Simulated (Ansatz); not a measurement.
One geometry of Ge₁₀H₁₄, a cluster with a defect cut from the lattice of germanium (two caps of one atom removed), several levels of theory.

```yaml
crystal:
  periodic: [false, false, false]
  atoms:
    - {symbol: Ge, position_ang: [0.003223, -2.761505, 0.310107]}
    - {symbol: Ge, position_ang: [-0.001373, -0.005841, -2.589891]}
    - {symbol: Ge, position_ang: [-2.762626, -0.000073, 0.306394]}
    - {symbol: Ge, position_ang: [-0.004247, 0.003041, 3.472879]}
    - {symbol: Ge, position_ang: [-0.001096, 2.763518, 0.299770]}
    - {symbol: Ge, position_ang: [2.762118, 0.002050, 0.304177]}
    - {symbol: Ge, position_ang: [-1.403366, -1.406415, -1.157710]}
    - {symbol: Ge, position_ang: [1.311925, -1.305635, 1.809242]}
    - {symbol: Ge, position_ang: [1.401581, 1.401563, -1.165415]}
    - {symbol: Ge, position_ang: [-1.310996, 1.314708, 1.804157]}
    - {symbol: H, position_ang: [0.992771, -3.647432, -0.506299]}
    - {symbol: H, position_ang: [-0.896094, -3.714871, 1.153624]}
    - {symbol: H, position_ang: [0.890159, -0.898903, -3.502704]}
    - {symbol: H, position_ang: [-0.892814, 0.882207, -3.507634]}
    - {symbol: H, position_ang: [-3.713411, -0.900642, 1.151516]}
    - {symbol: H, position_ang: [-3.651512, 0.985138, -0.511982]}
    - {symbol: H, position_ang: [-0.988499, 3.651354, -0.517120]}
    - {symbol: H, position_ang: [0.902232, 3.715388, 1.140770]}
    - {symbol: H, position_ang: [3.650266, -0.987103, -0.510297]}
    - {symbol: H, position_ang: [3.713603, 0.906804, 1.144046]}
    - {symbol: H, position_ang: [-2.321737, -2.327319, -2.020967]}
    - {symbol: H, position_ang: [2.283765, -2.275178, 2.568021]}
    - {symbol: H, position_ang: [2.319203, 2.318267, -2.033945]}
    - {symbol: H, position_ang: [-2.283076, 2.286870, 2.559262]}
basis:
  gaussian: {orbitals: STO-3G}
hamiltonian: {xc: hf}
scf: {omitted_lower_state_checks: [starts]}
output: {orbitals: {seedname: orbitals}}
```

The file start.molden holds the orbitals of an earlier run on this structure, at another level or in another basis.

```sh
$ ansatz run in.yaml --threads 4 --pin off --events-out ev --progress --plain --max-ram 46080MiB --backend cuda --devices 0, --max-vram 37GiB
```

Output, abridged:

```
Functional definition: HF
  name "HF"
  cite "Fock, Z. Phys. 61, 126 (1930) doi:10.1007/BF01340294"
  parent pbe
  exchange = exact_x
  correlation = 0
these checks for a lower state are left out or cut short: starts
2009 factors; integrals over basis functions are off by at most 3.0e-5 eV
mean field evaluation 1: about -558541.5804 eV, gradient 1.7e1 eV
mean field evaluation 2: about -558541.6239 eV, gradient 1.7e1 eV
mean field evaluation 4: about -558543.5881 eV, gradient 1.2e0 eV
mean field evaluation 8: about -558543.5993 eV, gradient 1.1e-5 eV
mean field -558543.59932558 eV, -20526.0986807656 hartree, gradient 1.2e-5 eV, S^2 0.000000; 0 other end points of the search recorded, 0 dependent functions left out
reference -558543.59932558 eV, -20526.0986807656 hartree; 167, 167 occupied and 27, 27 virtual orbitals, 2009 factors
Total energy: -558543.59932558 eV, -20526.0986807656 hartree
Checks for a lower state left out: starts
```

It took 1.7 s on 4 threads of AMD EPYC 7R13 on a shared host and a share (37 GiB) of an NVIDIA H100 80GB HBM3.

First input, but with `gaussian: {orbitals: def2-TZVP, fitting: {mean_field: def2-universal-jkfit}, initial_orbitals: start.molden}`, `hamiltonian: {xc: r2scan, dispersion: d4}` (abridged; 3.6 s):

```
Functional definition: r2SCAN
mean field -565412.80303709 eV, -20778.5372610501 hartree, gradient 1.8e-5 eV, S^2 0.000000
Total energy: -565413.14454907 eV, -20778.5498113840 hartree
Checks for a lower state left out: starts
```

The first input with `gaussian: {orbitals: def2-SVP, initial_orbitals: start.molden}`, `hamiltonian: {xc: pbe, dispersion: d4}` (abridged; 2.9 s):

```
Functional definition: PBE
mean field -565257.46319505 eV, -20772.8286271483 hartree, gradient 4.1e-5 eV, S^2 0.000000
Total energy: -565258.80752912 eV, -20772.8780305142 hartree
Checks for a lower state left out: starts
```

Geometry: PBE-D4/def2-SVP.

Single mean-field runs in def2-TZVP are fitted with def2-universal-jkfit. The restricted singlet is unstable towards broken spin symmetry in Hartree–Fock (as tested in another run); at HF/STO-3G this wasn't settled.
